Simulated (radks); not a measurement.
Values are calculated unless marked as measured or tabulated.
Q: Isoelectronic series with 1 electrons, each ion in its NIST ground configuration. Level of theory: non-relativistic Kohn-Sham, r2SCAN, spin-polarised, spherical densities, point nucleus; open shells are filled with parallel spins first; meta-GGA in the generalised Kohn-Sham scheme (a radial shooting solver on a logarithmic mesh with Libxc functionals). Total energies (hartree) and screening constants sigma, defined by e = -(Z - sigma)^2 / (2 n^2) hartree:

| ion | configuration | E (hartree) | 1s up |
|---|---|---|---|
| H | 1s1 | -0.50017 | 0.232 |
| He+ | 1s1 | -2.00016 | 0.218 |
| Li2+ | 1s1 | -4.50016 | 0.214 |
| Be3+ | 1s1 | -8.00016 | 0.212 |
| B4+ | 1s1 | -12.50015 | 0.211 |
| C5+ | 1s1 | -18.00015 | 0.210 |
| O7+ | 1s1 | -32.00015 | 0.209 |
| F8+ | 1s1 | -40.50015 | 0.209 |
| Ne9+ | 1s1 | -50.00014 | 0.209 |

Estimate the row of N6+ (1s1).

A: E (hartree) -24.50015; 1s up 0.210.
